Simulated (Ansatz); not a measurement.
Relaxation of C2H6AlNOSi (12 atoms, charge 0, multiplicity 1), to a largest force component of 0.015 eV/Å in at most 40 steps.

The calculation used RKS r2SCANh/6-31G* in Ansatz.

```xyz
12
Properties=species:S:1:pos:R:3:forces:R:3
C 0.608 -0.906 1.508 -1.11 2.08 0.85
C 1.195 -0.270 0.274 -0.16 0.45 1.90
N 0.773 0.850 -0.111 -0.84 2.90 -1.29
Al 2.530 -1.102 -0.853 1.44 -3.44 -0.81
O 4.105 -2.174 -0.955 -1.97 1.36 0.36
Si 2.954 -3.353 -1.549 -0.01 2.35 1.02
H 1.270 -1.594 1.976 0.43 -0.89 0.61
H -0.342 -1.368 1.219 0.12 -0.33 0.20
H 0.333 -0.037 2.264 0.61 -1.74 -1.35
H -0.006 1.371 0.427 1.18 -1.55 -0.44
H 2.834 -4.468 -0.561 0.10 -0.35 -0.52
H 3.189 -3.604 -2.959 0.20 -0.83 -0.55
```

Question: Where does it end, and by what steps?

Answer: It converged. After 18 steps the energy has fallen by 1.891 eV; H7 moved furthest, 1.35 Å. Joined: N3–Al4.

```json
{"step": "0", "energy less start (eV)": "0.0000", "largest force component (eV/Å)": "3.441", "accepted": "yes"}
{"step": "1", "energy less start (eV)": "-0.8923", "largest force component (eV/Å)": "1.915", "accepted": "yes"}
{"step": "2", "energy less start (eV)": "-1.1049", "largest force component (eV/Å)": "0.988", "accepted": "yes"}
{"step": "3", "energy less start (eV)": "-1.1984", "largest force component (eV/Å)": "0.898", "accepted": "yes"}
{"step": "4", "energy less start (eV)": "-1.3055", "largest force component (eV/Å)": "0.397", "accepted": "yes"}
{"step": "5", "energy less start (eV)": "-1.3559", "largest force component (eV/Å)": "0.273", "accepted": "yes"}
{"step": "6", "energy less start (eV)": "-1.3766", "largest force component (eV/Å)": "0.538", "accepted": "yes"}
{"step": "7", "energy less start (eV)": "-1.4088", "largest force component (eV/Å)": "0.408", "accepted": "yes"}
{"step": "8", "energy less start (eV)": "-1.4439", "largest force component (eV/Å)": "0.465", "accepted": "yes"}
{"step": "9", "energy less start (eV)": "-1.4873", "largest force component (eV/Å)": "0.624", "accepted": "yes"}
{"step": "10", "energy less start (eV)": "-1.5543", "largest force component (eV/Å)": "0.865", "accepted": "yes"}
{"step": "11", "energy less start (eV)": "-1.6811", "largest force component (eV/Å)": "1.021", "accepted": "yes"}
{"step": "12", "energy less start (eV)": "-1.8349", "largest force component (eV/Å)": "0.936", "accepted": "yes"}
{"step": "13", "energy less start (eV)": "-1.8359", "largest force component (eV/Å)": "0.573", "accepted": "yes"}
{"step": "14", "energy less start (eV)": "-1.8816", "largest force component (eV/Å)": "0.359", "accepted": "yes"}
{"step": "15", "energy less start (eV)": "-1.8820", "largest force component (eV/Å)": "0.198", "accepted": "yes"}
{"step": "16", "energy less start (eV)": "-1.8890", "largest force component (eV/Å)": "0.075", "accepted": "yes"}
{"step": "17", "energy less start (eV)": "-1.8905", "largest force component (eV/Å)": "0.024", "accepted": "yes"}
{"step": "18", "energy less start (eV)": "-1.8907", "largest force component (eV/Å)": "0.010", "accepted": "yes"}
```

```xyz
12
Properties=species:S:1:pos:R:3
C 0.260 -0.454 1.979
C 0.969 -0.872 0.748
N 1.244 -0.088 -0.255
Al 1.962 -1.831 -0.636
O 3.668 -2.249 -0.743
Si 3.103 -3.264 -1.988
H 0.908 -0.629 2.845
H -0.622 -1.085 2.128
H -0.044 0.601 1.961
H 0.984 0.905 -0.254
H 3.342 -4.723 -1.766
H 3.671 -2.968 -3.339
```

Whether the end is a true minimum wasn't checked by a vibrational analysis.

The run took 59 s on 2 threads of Intel(R) Xeon(R) 6975P-C (Granite Rapids), with other jobs on the host, peak memory 0.29 GiB.
